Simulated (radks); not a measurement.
Values are calculated unless marked as measured or tabulated.
Question: Ru IV, 41 electrons, occupied as [Kr] 4d5. Code: a radial shooting solver on a logarithmic mesh with Libxc functionals. Model: non-relativistic Kohn-Sham, TPSS, spin-polarised, spherical densities, point nucleus; open shells are filled with parallel spins first (spin-orbit coupling, left out, can overturn this in heavy ions); meta-GGA in the generalised Kohn-Sham scheme; relativity is left out, which matters for an element this heavy. Some entries of the table are withheld. Estimate them.

| orbital | occ. | eigenvalue (eV) | <r^2> (bohr^2) | <1/r> (bohr^-1) |
|---|---|---|---|---|
| 1s down | 1 | -21391.91 | 0.001603 | 43.50 |
| 1s up | 1 | -21391.89 | 0.001603 | 43.50 |
| 2s up | 1 | -3050.850 | 0.02672 | 9.844 |
| 2s down | 1 | -3050.084 | 0.02672 | 9.846 |
| 2p up | 3 | -2823.077 | 0.02031 | 9.835 |
| 2p down | 3 | -2822.500 | 0.02031 | 9.837 |
| 3s up | 1 | -565.8522 | 0.1963 | 3.453 |
| 3s down | 1 | -565.5476 | 0.1962 | 3.452 |
| 3p up | 3 | -476.3964 | 0.1934 | 3.362 |
| 3p down | 3 | -475.9717 | 0.1933 | 3.361 |
| 3d up | 5 | -312.7881 | 0.1762 | 3.192 |
| 3d down | 5 | -312.0084 | 0.1760 | 3.192 |
| 4s up | 1 | (1) | 1.226 | 1.301 |
| 4s down | 1 | (2) | 1.214 | 1.312 |
| 4p up | 3 | -81.5755 | 1.435 | 1.193 |
| 4p down | 3 | -77.2192 | 1.429 | 1.202 |
| 4d up | 5 | (3) | 2.344 | 0.9297 |
| 4d down | 0 | (4) | 2.461 | 0.9179 |
| 5s up | 0 | -28.2076 | 7.429 | 0.5037 |
| 5p up | 0 | -21.9824 | 9.788 | 0.4353 |

Answer: 
(1) 4s up eigenvalue (eV): -108.3547
(2) 4s down eigenvalue (eV): -104.2344
(3) 4d up eigenvalue (eV): -39.3278
(4) 4d down eigenvalue (eV): -35.0080
